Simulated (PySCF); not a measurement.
Si(Cl)(I)2(OH) (ClHI₂OSi), SMILES I[Si](O)(Cl)I.

Geometry: B3LYP-D3(BJ)/def2-SVP. The structure was generated by enumeration, and PubChem lists no compound with its InChIKey, so it may never have been made. The def2 effective core potentials stand for the cores of I; spin–orbit coupling is left out. One conformer was computed; it need not be the lowest.

Two levels are set side by side: PBE/def2-TZVP (PySCF) and M06-2X/def2-TZVP (PySCF). Same geometry, gas phase. Differences are taken from unrounded values.

| quantity | M06-2X |
|---|---|
| orbital gap (eV) | 7.86 |
| highest occupied level (eV) | -8.95 |
| lowest empty level (eV) | -1.10 |
| dipole moment (D) | 1.30 |
| mean polarisability (bohr³) | 100.2 |

Problem. What does PBE give, and how far is it from M06-2X? (Estimate from the structure and the level; the computed values follow.)

Solution. 
```
quantity                       PBE  PBE minus M06-2X
---------------------------  -----  ----------------
orbital gap (eV)              4.05             -3.80
highest occupied level (eV)  -6.66              2.30
lowest empty level (eV)      -2.60             -1.50
dipole moment (D)             1.21             -0.08
mean polarisability (bohr³)  105.9               5.7
```

Without exact exchange PBE keeps part of each electron's self-repulsion, which lifts occupied levels and narrows the gap. Loosely held outer electrons make PBE densities more polarisable. Differences between two approximate levels are no errors against the true value.

Rough cost on one machine, each run with all the roots and properties that it gave: M06-2X against PBE about 2 times.
